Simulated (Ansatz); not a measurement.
AlClH7NSi2 can be A, `[NH2][AlH][SiH2][SiH2]Cl`, or B, `[SiH3][NH][AlH][SiH2]Cl`.

Program: Ansatz. Geometries: PBE0-D4/def2-TZVP. ΔE: electronic, gas phase. CCSD(T)/CBS adds triple-zeta CCSD(T) − MP2 to the extrapolated MP2 energy (def2 sets, frozen cores). Functionals use def2-TZVPP. B3LYP here is the variant with VWN-RPA as its local correlation; programs differ in this. Each species was taken in one conformer, which may not be the lowest.

A:

```xyz
12

N     1.7315   -1.2302   -0.9559
Al    1.8692    0.1022    0.1901
Si   -0.2386    0.8883    1.1661
Si   -2.0167    0.3343   -0.2421
Cl   -1.9074   -1.6979   -0.6633
H     2.5002   -1.6634   -1.4421
H     0.8613   -1.6815   -1.1930
H     3.3021    0.7064    0.4939
H    -0.2845    2.3681    1.3653
H    -0.5224    0.2589    2.4898
H    -1.9300    1.0458   -1.5440
H    -3.3649    0.5691    0.3352
```

B:

Z-matrix (Å, degrees):
```
Si
N 1 1.729
H 1 1.489 2 112.6
H 1 1.486 2 107.1 3 -119.8
H 1 1.489 2 111.5 3 120.9
Al 2 1.781 1 128.7 3 113.7
H 2 1.013 1 114.8 3 -65.3
Si 6 2.459 2 116.8 1 -2.8
H 6 1.585 2 117.9 1 179.0
Cl 8 2.081 6 107.0 2 -62.3
H 8 1.488 6 115.1 2 56.4
H 8 1.488 6 113.8 2 -179.4
```

**Question.** Which is lower in electronic energy at CCSD(T)/CBS, and by how much? (An estimate is asked.)

**Answer.** The calculation gave: B, by 33.0 kJ/mol.

**Question.** Give E(B) − E(A) in kJ/mol with B3LYP-D4, MP2/def2-TZVPP, PBE0-D4, CCSD(T)/def2-TZVPP, ωB97M-V, HF/def2-TZVPP, B3LYP. (Estimate.)

**Answer.** Computed: B3LYP-D4 -31.8, MP2/def2-TZVPP -39.8, PBE0-D4 -19.5, CCSD(T)/def2-TZVPP -34.1, ωB97M-V -35.9, HF/def2-TZVPP -52.6, B3LYP -31.5. None reverses the order clearly.

Largest T1 diagnostic: 0.013.

In def2-TZVPP, CCSD(T) changes the Hartree–Fock value by +18.5 kJ/mol (the triples alone add +2.6 kJ/mol) and MP2 by +12.8 kJ/mol. From PBE to PBE0 (25 % exact exchange), in def2-TZVPP and without D4, E(B) − E(A) moves by −6.7 kJ/mol.
